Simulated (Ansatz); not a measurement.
`[F][Ga]([Cl])[Br]` → Br• + Cl• + F• + Ga•  (atomization)

Calculated with Ansatz (gas phase, PBE0-D4/def2-TZVP geometries, no zero-point term in ΔE). CBS: MP2 limit from def2 TZ/QZ plus the TZ coupled-cluster correction, frozen cores. This one scheme is used for every species, atoms too. Functionals use def2-TZVPP. HSE06 is defined as in plane-wave codes. No spin–orbit coupling; open shells (•) take unrestricted orbitals. Spin–orbit coupling would lower the free atoms: a little for Cl, F; clearly for Br, Ga. Bonds to Br, Ga are less sure, by a few kJ/mol each and by 10 to 20 or more in all where they break to atoms, as the def2 sets lack core-valence functions. Scalar relativity is left out up to krypton.

`[F][Ga]([Cl])[Br]`:

```xyz
4

F    -0.517    1.628    0.611
Ga    0.000    0.080    0.023
Cl    2.007   -0.108   -0.593
Br   -1.490   -1.600   -0.041
```

```tsv
level	ΔE (eV)	difference from CCSD(T)/CBS
LDA (SPW92)	14.08	1.90
BLYP-D4	11.61	-0.57
PBE-QIDH	12.17	-0.01
BLYP	11.36	-0.82
r2SCAN	12.23	0.05
HSE06	11.88	-0.30
CAM-B3LYP	11.67	-0.51
LC-ωPBE	12.00	-0.18
HF/def2-QZVPP	8.76	-3.42
HF/CBS(def2)	8.76	-3.42
CCSD(T)/CBS	12.18	0
```

Largest T1 diagnostic among the species: 0.013.

The D4 term adds +0.20 eV with B3LYP and +0.10 eV with PBE0; it sums over pairs of atoms, weighted by their polarisabilities, and B3LYP, whose exchange is more repulsive, gets the larger term. From BLYP to BHLYP (50 % exact exchange), in def2-TZVPP and without D4, ΔE moves by −0.28 eV: exact exchange takes away binding that semilocal exchange gives to molecules. Leaving LDA and LC-ωPBE aside and taking each functional with its dispersion term where it has one, the values, not all of them listed here, spread over 0.99 eV, from BHLYP-D4 to r2SCAN-D4. LDA lies +1.96 eV from PBE without D4, its usual overbinding.

B3LYP here is the variant with VWN-RPA as its local correlation; programs differ in this.

For atomizations the MP2-based limit and the directly extrapolated one differ by several kJ/mol either way, and by 10 to 25 for some Ge, Se and Sn compounds, so smaller differences from it don't rank the levels.
